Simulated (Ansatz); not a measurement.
The cluster Ta₄⁺. The state is a doublet with charge 1. Geometry r2SCAN-D4/def2-SVP, basis def2-TZVP, Ansatz.

```
atom   x (Å)   y (Å)   z (Å)
 Ta1   0.341   0.908   1.212
 Ta2   0.332   0.811  -1.325
 Ta3   0.833  -1.345   0.149
 Ta4  -1.506  -0.374  -0.035
```

```json
{"run": "A", "HOMO (eV)": "-8.06", "LUMO (eV)": "-7.38"}
{"run": "B", "HOMO (eV)": "-8.07", "LUMO (eV)": "-7.86"}
{"run": "C", "HOMO (eV)": "-8.71", "LUMO (eV)": "-6.69"}
{"run": "D", "HOMO (eV)": "-8.35", "LUMO (eV)": "-7.08"}
{"run": "E", "HOMO (eV)": "-8.06", "LUMO (eV)": "-7.76"}
{"run": "F", "HOMO (eV)": "-8.31", "LUMO (eV)": "-6.97"}
```

In the def2 sets Ta takes a core potential; there is no spin–orbit coupling. HSE06 is defined as in plane-wave codes, on full-range PBE exchange. The structure comes from a short search, and lower isomers may exist.

HOMO and LUMO are taken over both spins.

**Question.** The runs used BLYP, HSE06, PBE0, r2SCAN, r2SCANh, revPBE. Estimate which is which.

**Answer.** A r2SCAN (0 % exact exchange); B BLYP (0 % exact exchange); C PBE0 (25 % exact exchange); D HSE06 (range-separated); E revPBE (0 % exact exchange); F r2SCANh (10 % exact exchange). Exact exchange lowers occupied and raises empty levels; among semilocal functionals meta-GGAs tend to open the gap a little, and such runs are hard to tell apart. The gap grows from 0.21 eV (BLYP) to 2.02 eV (PBE0). At r2SCANh-D4/def2-TZVP the charge 1 doublet is spin-contaminated (final ⟨S²⟩ up to 0.85, 0.75 for a pure state).
